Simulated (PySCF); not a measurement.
ClH₂NTe, SMILES Cl[Te]N. Coordinates come from a r2SCAN-D4/def2-TZVP optimisation. The def2 effective core potentials stand for the cores of Te; spin–orbit coupling is left out. The values are those of a single conformer.

Computed equilibrium geometry at r2SCAN-D4/def2-TZVP (PySCF confirms it by a frequency run) as Cartesian coordinates in Å, and its point group (one conformer of several):
point group Cs.
```xyz
5

Te     0.3631    -0.3847     0.0000
Cl    -0.3295     1.8926     0.0000
N     -1.3517    -1.3770     0.0000
H     -1.9104    -1.2655    -0.8357
H     -1.9104    -1.2655     0.8357
```
Charge 0, spin multiplicity 1.
